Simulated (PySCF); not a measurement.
Excited states of Sb³⁺ (antimony, charge +3)

Ground state [Kr] 4d10 5s2, ¹S. Computed with PySCF 2.14 in aug-cc-pwCVTZ-DK3 with one added diffuse shell each of s, p, d, f type (11s10p8d5f1g, 125 functions), with scalar relativity by spin-free X2C-1e. Vertical excitation energies in eV without spin-orbit coupling; excited terms of each kind are numbered among those the solver found. Frozen: [Ar] 3d10.

| term | leading excitation | EOM-EE-CCSD |
| --- | --- | --- |
| 1 3P° | 5s → p | 8.627 |
| 1 1P° | 5s → p | 11.983 |
| 1 3D | 5s → d | 22.241 |
| 1 3S | 5s → s | 23.316 |
| 1 1S | 5s → s | 23.895 |
| 1 1D | 5s → d | 24.783 |
| 2 3P° | 5s → p | 26.857 |
| 2 1P° | 5s → p | 27.077 |
| 1 3F° | 5s → f | 28.516 |
| 1 1F° | 5s → f | 28.736 |
| 2 3D | 5s → d | 31.576 |
| 2 1D | 5s → d | 31.818 |

Doubly excited terms such as np² are absent. The solver can miss terms.
